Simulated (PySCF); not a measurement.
UHF on Ti²⁺ (titanium, charge +2)

Configuration: [Ar] 3d1 4p1, one real determinant (an excited configuration). Computed with PySCF 2.14 in def2-TZVPPD (6s6p4d2f1g, 67 functions), with the non-relativistic Hamiltonian (point nucleus).

```
Total energy                                                  : -847.377725 hartree
One-electron energy                                           : -1144.1879 hartree
Hartree (Coulomb) energy                                      : 337.2888 hartree
Exchange energy                                               : -40.4786 hartree
Kinetic energy                                                : 847.44808 hartree
⟨S²⟩                                                          : 2.0017
⟨L²⟩                                                          : 8.019
Sum of ⟨r⟩                                                    : 15.54 bohr
Sum of ⟨r²⟩                                                   : 25.70 bohr²
Traceless quadrupole moment −½Σ⟨3z² − r²⟩ along its main axis : -4.54 e·bohr²
Density at the nucleus (Gaussians lack the cusp)              : 6940 bohr⁻³
Spin density at the nucleus                                   : 0.0162 bohr⁻³
Langevin diamagnetic susceptibility                           : -20.4 ×10⁻⁶ cm³/mol
```

```tsv
shell	electrons	mean orbital energy (eV)	spread (eV)	rms radius, mean of both spins (bohr)
1s α	1	-5011.4	0	0.0812
1s β	1	-5011.3	0	0.0812
2s α	1	-608.34	0	0.353
2s β	1	-607.71	0	0.353
2p α	3	-509.52	0.145	0.321
2p β	3	-508.84	0.616	0.321
3s α	1	-102.80	0	1.07
3s β	1	-100.65	0	1.07
3p α	3	-73.354	1.239	1.15
3p β	3	-70.709	1.491	1.15
3d α	1	-34.802	0	1.41
4p α	1	-17.417	0	3.55
```

⟨L²⟩ = 8.02 against 12 for a pure F term, so this real determinant mixes terms.

Spin-orbit constants ζ (cm⁻¹) from the X2C one-electron operator on these orbitals (non-relativistic here): bare nucleus, nucleus screened by l(l+1)(2l+1)/3 electrons, and screened by the Breit-Pauli mean field of the electrons.

```csv
shell,bare,screened nucleus,mean field
2p,32310,29380,27990
3p,3656,3324,3145
3d,315.5,172.1,149.7
4p,332.9,302.6,285.2
```

To first order the Landé constant is A = 97.42 cm⁻¹, so the lowest level has J = 2 and lies 0.0483 eV below the centre of the term. This holds in LS coupling only.
